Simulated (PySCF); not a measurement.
# Steps of a relaxation of Ho2O2F2

Ho2O2F2 (singlet in the valence; each metal's 4f electrons, 10 of them, lie in its core potential, out of spins and levels). PySCF 2.14.0, RKS B3LYP, Ho lcecp-1-SVP with ECP56, O def2-SVP, F def2-SVP; non-relativistic Hamiltonian with scalar-relativistic core potentials where named; density fitting; no spin-orbit coupling. Origin of the start: displaced along the imaginary mode. Columns: position (Å) and force (eV/Å). Energies are counted from the last step; some of the 13 steps are shown. Forces carry noise of the integration grid, about 0.01 to 0.03 eV/Å.

Run from Python with OMP_NUM_THREADS=2. Where DIIS fails, smearing, a level shift and second-order steps follow.
It took 100 s on 2 threads of Arm Neoverse V2 (shared host), from the converged density of the start.

```xyz
6
step 0  E = 0.423 eV
Ho    0.0000    0.0665    1.5795     0.00    0.11    0.33
Ho    0.0000   -0.0665   -1.5795     0.00   -0.11   -0.33
O     1.3581    0.0000    0.0000    -0.09    0.00    0.00
O    -1.3581    0.0000    0.0000     0.09    0.00    0.00
F     0.0000   -0.2500    3.6494     0.00   -0.01   -0.46
F     0.0000    0.2500   -3.6494     0.00    0.01    0.46
```

```xyz
6
step 4  E = 0.149 eV
Ho    0.0000    0.4755    1.5525     0.00   -0.08   -1.60
Ho    0.0000   -0.4755   -1.5525     0.00    0.08    1.60
O     1.3340    0.0000    0.0000    -0.28    0.00    0.00
O    -1.3340    0.0000    0.0000     0.28    0.00    0.00
F     0.0000   -0.4101    3.3748     0.00   -0.20    0.15
F     0.0000    0.4101   -3.3748     0.00    0.20   -0.15
```

```xyz
6
step 8  E = 0.013 eV
Ho    0.0000    0.5946    1.4571     0.00   -0.19    0.06
Ho    0.0000   -0.5946   -1.4571     0.00    0.19   -0.06
O     1.3410    0.0000    0.0000    -0.10    0.00    0.00
O    -1.3410    0.0000    0.0000     0.10    0.00    0.00
F     0.0000   -0.4585    3.2161     0.00    0.15   -0.30
F     0.0000    0.4585   -3.2161     0.00   -0.15    0.30
```

Where does the relaxation end?

It converges at step 12 in C2h:
```xyz
6
step 12  E = 0
Ho    0.0000    0.6356    1.4308
Ho    0.0000   -0.6356   -1.4308
O     1.3395    0.0000    0.0000
O    -1.3395    0.0000    0.0000
F     0.0000   -0.4701    3.1335
F     0.0000    0.4701   -3.1335
```

How did the contacts change?


```csv
contact,start (Å),end (Å)
Ho1–O3 (O),2.084,2.060
Ho1–O4 (O),2.084,2.060
Ho1–F5 (F),2.094,2.030
Ho2–F6 (F),2.094,2.030
```


An lcecp potential fixes the number of 4f electrons, so in runs with it no electron can move into or out of that shell.
